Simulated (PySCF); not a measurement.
# What settings do to a single point of [Pr(H2O)5]3+

The sound run of [Pr(H2O)5]3+ (singlet in the valence; each metal's 4f electrons, 2 of them, lie in its core potential, out of spins and levels) uses PySCF 2.14.0, RKS r2SCAN, Pr lcecp-1-SVP with ECP48, O def2-SVP, H def2-SVP; non-relativistic Hamiltonian with scalar-relativistic core potentials where named; density fitting; no spin-orbit coupling, grid (50, 194), threshold 1e-8 Eh and 55 cycles, at the relaxed geometry:

```xyz
16

Pr    0.0011    0.0000    0.0000
O    -0.4925    0.0440    2.4014
H    -0.8632    0.7760    2.9394
H    -0.3835   -0.6811    3.0532
O    -0.4925   -0.0440   -2.4014
H    -0.8632   -0.7760   -2.9394
H    -0.3835    0.6811   -3.0532
O     2.4216    0.0000    0.0000
H     3.0315   -0.1334   -0.7591
H     3.0315    0.1334    0.7591
O    -0.8952    2.2721   -0.0333
H    -0.4318    3.1144    0.1662
H    -1.8017    2.5642   -0.2708
O    -0.8952   -2.2721    0.0333
H    -1.8017   -2.5642    0.2708
H    -0.4318   -3.1144   -0.1662
```

There Pr1 has a Mulliken charge of 1.63 e and the dipole about the centre of mass is 0.20 D. Each run below changes one thing and starts from free metal ions and neutral atoms unless it says otherwise; with 55 cycles, smearing, a level shift and second-order steps follow where DIIS fails, and their cycles count. Energy shifts count from the sound run. On f atoms grids over 110 angular points are at least (60, 302).

```csv
change,outcome,cycles,energy shift (eV),largest force component (eV/Å),charge on Pr1 (e),dipole about the centre of mass (D)
start from a density of up to 30 smeared cycles (not counted),converged,6,0.0000,0.02,1.63,0.20
```

Task: One further run converged with energy shift (eV) 0.20, largest force component (eV/Å) 0.25, charge on Pr1 (e) 1.63, dipole about the centre of mass (D) 0.21. Which change was it?
A. cycle limit 5
B. threshold 0.001
C. grid (30, 86)

Result: C.

Task: And the other changes listed?

Result: 
| change | outcome | cycles | energy shift (eV) | largest force component (eV/Å) | charge on Pr1 (e) | dipole about the centre of mass (D) |
| --- | --- | --- | --- | --- | --- | --- |
| cycle limit 5 | not converged | 5 | – | – | – | – |
| threshold 0.001 | converged | 7 | 0.0000 | 0.02 | 1.63 | 0.20 |

Forces carry noise of the integration grid, about 0.01 to 0.03 eV/Å.

No frequency check is given that shows the relaxed geometry to be a minimum. An lcecp potential fixes the number of 4f electrons, so in runs with it no electron can move into or out of that shell.
